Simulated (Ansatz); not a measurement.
Compare A (`BC(C)(F)[SiH3]`) with its isomer B (`B[Si](C)(C)F`).

Calculated with Ansatz (gas phase, PBE0-D4/def2-TZVP geometries, no zero-point term in ΔE). CCSD(T)/CBS is the MP2 limit (def2-TZVPP, def2-QZVPP) plus CCSD(T) − MP2 in def2-TZVPP, frozen cores. Functionals use def2-TZVPP. B3LYP here is the variant with VWN-RPA as its local correlation; programs differ in this.

A:

```xyz
13

B    -0.799    0.074    1.351
C     0.071    0.581    0.226
C    -0.454    1.030   -1.119
F     1.134    1.408    0.596
Si    0.852   -1.229   -0.004
H    -1.742   -0.606    1.054
H    -0.480    0.214    2.492
H    -0.815    2.058   -1.036
H     0.320    1.009   -1.891
H    -1.285    0.400   -1.436
H     0.079   -1.966   -1.031
H     2.235   -0.957   -0.459
H     0.885   -2.017    1.256
```

B:

Z-matrix (Å, degrees):
```
Si
C 1 1.869
C 1 1.869 2 110.8
B 1 2.010 2 110.7 3 123.2
F 1 1.616 2 106.8 3 -116.0
H 2 1.093 1 110.7 3 -62.1
H 2 1.092 1 111.7 3 177.4
H 2 1.094 1 110.1 3 57.5
H 3 1.093 1 110.7 2 62.1
H 3 1.092 1 111.7 2 -177.4
H 3 1.093 1 110.1 2 -57.5
H 4 1.199 1 119.4 2 -61.5
H 4 1.196 1 123.9 2 118.5
```

Task: Which is lower in electronic energy at CCSD(T)/CBS, and by how much? (Estimate.)

Result: The calculation gave: B, by 60.9 kcal/mol.

Task: Give E(B) − E(A) in kcal/mol with r2SCAN-D4, B3LYP, CCSD(T)/def2-TZVPP, PBE0-D4, CCSD/def2-TZVPP, B3LYP-D4, PBE-D4. (An estimate is asked.)

Result: The calculation gave: r2SCAN-D4 -58.1, B3LYP -58.9, CCSD(T)/def2-TZVPP -59.8, PBE0-D4 -57.3, CCSD/def2-TZVPP -61.3, B3LYP-D4 -58.2, PBE-D4 -54.1. None reverses the order clearly.

Largest T1 diagnostic: 0.013.

The D4 term adds +0.8 kcal/mol with B3LYP and +0.3 kcal/mol with PBE0; it sums over pairs of atoms, weighted by their polarisabilities, and B3LYP, whose exchange is more repulsive, gets the larger term. From PBE to PBE0 (25 % exact exchange), in def2-TZVPP and without D4, E(B) − E(A) moves by −3.1 kcal/mol.
